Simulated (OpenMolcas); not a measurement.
## Tc3+: moving or changing the point charges

Tc3+ among 6 point charges of -1.7 e arranged as a trigonal antiprism (D3d), 2.14 Å from the ion, with a polar angle of 64.0° against the regular 54.74°.
```
   0.0000    1.9241    0.9367  -1.70
  -1.6663   -0.9620    0.9367  -1.70
   1.6663   -0.9620    0.9367  -1.70
   0.0000   -1.9241   -0.9367  -1.70
   1.6663    0.9620   -0.9367  -1.70
  -1.6663    0.9620   -0.9367  -1.70
```

| Property | Result |
| --- | --- |
| Program | OpenMolcas 26.06 |
| Method | CASSCF |
| Basis | ANO-RCC-VTZP [7s6p4d2f1g] |
| Scalar Hamiltonian | DKH2, point nucleus |
| Active space | 4 electrons in 5 orbitals (4d) |
| State averaging | 2S+1 = 5 even, 5 roots; 2S+1 = 3 even, 45 roots; 2S+1 = 1 even, 50 roots |
| Spin-orbit coupling | state interaction with AMFI integrals over the reference wave functions |

Runs around this geometry, states (labels of D3, the rotations of D3d). Energies in cm-1 above the lowest state or level, χT in cm3 K/mol.

```json
{"R (Å)": "2.14", "q (e)": "-1.7", "Polar angle / regular": "1.08", "Ground state": "5E", "First state of that spin": "5E 6943", "First gap with spin-orbit (degeneracies)": "16.1 (1, 1)", "χT at 300 K": "1.884", "First state of another spin": "3A2 11911"}
{"R (Å)": "2.14", "q (e)": "-0.85", "Polar angle / regular": "1.17", "Ground state": "5E", "First state of that spin": "5E 4681", "First gap with spin-orbit (degeneracies)": "12.4 (1, 1)", "χT at 300 K": "1.370", "First state of another spin": "3A2 15944"}
{"R (Å)": "2.14", "q (e)": "-1.7", "Polar angle / regular": "1.17", "Ground state": "5E", "First state of that spin": "5E 9315", "First gap with spin-orbit (degeneracies)": "7.5 (1, 1)", "χT at 300 K": "1.443", "First state of another spin": "3A2 11263"}
{"R (Å)": "2.28", "q (e)": "-1.7", "Polar angle / regular": "1.17", "Ground state": "5E", "First state of that spin": "5E 7366", "First gap with spin-orbit (degeneracies)": "7.8 (1, 1)", "χT at 300 K": "1.381", "First state of another spin": "3A2 13751"}
```

Taking the first state of the same spin as R^-n, n = -ln(7366 / 9315) / ln(2.28 / 2.14) = 3.7 between the shortest and longest distance.

Scaling the charges by -0.85 / -1.7 = 0.50 scales the first state of the same spin by 4681 / 9315 = 0.50; with fixed orbitals a first-order splitting would follow the charge.

An orbital doublet at a regular site is open to a Jahn-Teller distortion, which this geometry leaves out. Without dynamic correlation the repulsion within the d shell is too large (B by tens of per cent), so at a given field states of lower spin stand too high. Point charges give a weaker field than real ligands, and real ions of this kind are as a rule low spin; the high spin found here belongs to the model. This shell can be high or low spin here, a state of another spin lies low, and with metal d orbitals alone active their balance is uncertain, so the ground spin may be wrong (holds for R = 2.14, q = -1.7, ratio = 1.08; R = 2.14, q = -1.7, ratio = 1.17; R = 2.28, q = -1.7, ratio = 1.17). This is an electrostatic model: the charges have no orbitals. No measured value stands beside these numbers.
